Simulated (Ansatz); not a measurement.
`BOB[SiH3]` + H₂ → `BOB` + SiH₄ at 600 K and 1 bar (hydrogenolysis of a B–Si bond).

Isolated molecules relaxed with PBE0-D4/def2-TZVP in Ansatz; ΔE leaves out vibrations. CCSD(T)/CBS is the MP2 limit (def2-TZVPP, def2-QZVPP) plus CCSD(T) − MP2 in def2-TZVPP, frozen cores. This one scheme is used for every species. Each species was taken in one conformer, which may not be the lowest.

| species | CCSD(T)/CBS energy (Eh) | H − E (kJ/mol) | S (J/(mol·K)) |
| --- | --- | --- | --- |
| `BOB[SiH3]` | -417.48760 | 223.7 | 425.8 |
| H₂ | -1.17544 | 43.9 | 150.8 |
| `BOB` | -127.21702 | 160.7 | 318.5 |
| SiH₄ | -291.46306 | 108.7 | 242.3 |

H − E and S are ideal-gas, rigid-rotor, harmonic terms from PBE0-D4/def2-TZVP, for one conformer and one mirror image of each species. The MP2-based limit puts H₂ 0.8 mEh under its directly extrapolated value; such offsets cancel only in part. 1 Eh = 2625.50 kJ/mol, R = 8.31446 J/(mol·K).

Question: By hand: ΔE, ΔH, ΔS and ΔG.

Answer: ΔE = (-127.21702) + (-291.46306) − (-417.48760) − (-1.17544) = -0.01704 Eh = -44.7 kJ/mol. Δ(H − E) = 160.7 + 108.7 − 223.7 − 43.9 = 1.8, so ΔH = -42.9 kJ/mol. ΔS = 318.5 + 242.3 − 425.8 − 150.8 = -15.8 J/(mol·K). ΔG = -42.9 − 600 × (-15.8)/1000 = -33.4 kJ/mol.

Question: By hand: the equilibrium constant, and the temperature at which ΔG would vanish if ΔH and ΔS stayed fixed.

Answer: log₁₀ K = −ΔG/(RT ln 10) = 2.9. ΔG = 0 at ΔH/ΔS = 2715 K, far beyond where these terms or the molecules hold.

ΔH outweighs TΔS. A doubt of 5 kJ/mol in ΔE shifts log₁₀ K by 0.4 here. Other conformers and mirror images would add mixing entropy, several J/(mol·K) or more a flexible species. Modes under 60 cm⁻¹, often nearly free rotors, make the harmonic entropy too high. These are equilibria of isolated gas molecules and say nothing of rates. Largest T1 diagnostic: 0.013 (customary marks: 0.02 for closed shells, 0.045 for open ones).
